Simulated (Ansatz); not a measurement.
`[SiH3][SiH2][CH2][InH2]` + `[OH][Al]([SH])[Cl]` → `[SiH3][O][Al]([SH])[Cl]` + `[SiH3][CH2][InH2]`  (cleavage of the Si–Si bond)

Calculated with Ansatz (gas phase, PBE0-D4/def2-TZVP geometries, no zero-point term in ΔE). CCSD(T)/CBS adds triple-zeta CCSD(T) − MP2 to the extrapolated MP2 energy (def2 sets, frozen cores). Functionals use def2-TZVPP. B3LYP here is the variant with VWN-RPA as its local correlation; programs differ in this. Elements past krypton have def2 core potentials. For In outer-core shells are correlated without core-valence functions, which leaves a few kJ/mol of doubt a bond. One conformer a species, not always the lowest.

`[SiH3][SiH2][CH2][InH2]`:

Cartesian coordinates in Å:
```
Si -1.400 0.091 -1.237
Si 0.844 0.696 -0.946
C 1.435 -0.383 0.448
In -0.144 -0.473 1.951
H -1.905 -0.086 0.180
H -1.581 -1.237 -1.884
H -2.302 1.080 -1.881
H 1.607 0.592 -2.224
H 0.848 2.127 -0.529
H 1.638 -1.400 0.105
H 2.347 0.024 0.893
H -0.563 0.979 2.782
H -0.823 -2.009 2.343
```

`[OH][Al]([SH])[Cl]`:

Z-matrix (Å, degrees):
```
Al
S 1 2.161
Cl 1 2.092 2 120.7
O 1 1.680 2 117.8 3 -180.0
H 2 1.345 1 91.8 3 -0.0
H 4 0.956 1 124.1 2 180.0
```

`[SiH3][O][Al]([SH])[Cl]`:

Cartesian coordinates in Å:
```
Si -0.652 1.633 0.091
O -0.082 0.111 -0.022
Al 0.207 -1.484 -0.418
S 1.805 -2.590 0.525
Cl -0.967 -2.453 -1.837
H -2.124 1.615 0.295
H -0.010 2.313 1.246
H -0.339 2.385 -1.151
H 2.162 -1.529 1.271
```

`[SiH3][CH2][InH2]`:

Cartesian coordinates in Å:
```
Si -1.161 0.431 0.835
C 0.223 -0.717 0.359
In 1.342 -0.021 -1.354
H -1.938 -0.047 2.013
H -2.114 0.594 -0.300
H -0.626 1.783 1.162
H -0.190 -1.702 0.122
H 0.912 -0.822 1.201
H 2.715 0.995 -1.103
H 0.837 -0.494 -2.935
```

```
             level  ΔE (kJ/mol)
           BLYP-D4        -96.9
            B97M-V        -95.9
            revPBE        -82.8
             B3LYP       -111.8
           LC-ωPBE        -97.0
    MP2/def2-TZVPP       -107.9
SCS-MP2/def2-TZVPP       -117.1
      HF/CBS(def2)       -150.8
```

(1) What does CCSD(T)/CBS give? (An estimate is asked.)

Largest T1 diagnostic among the species: 0.014.

Answers

(1) Ansatz gave: -97.5 kJ/mol. The listed levels differ from it by 0.6, 1.6, 14.7, -14.3, 0.5, -10.4, -19.6, -53.3 kJ/mol.

The D4 term adds +8.0 kJ/mol with B3LYP and +4.2 kJ/mol with PBE0; it sums over pairs of atoms, weighted by their polarisabilities, and B3LYP, whose exchange is more repulsive, gets the larger term. In def2-TZVPP, CCSD(T) changes the Hartree–Fock value by +45.2 kJ/mol (the triples alone add +6.5 kJ/mol) and MP2 by +39.9 kJ/mol.

CCSD(T)/CBS has its own doubt, a few kJ/mol and more with outer-core shells, so smaller differences from it don't rank the levels.
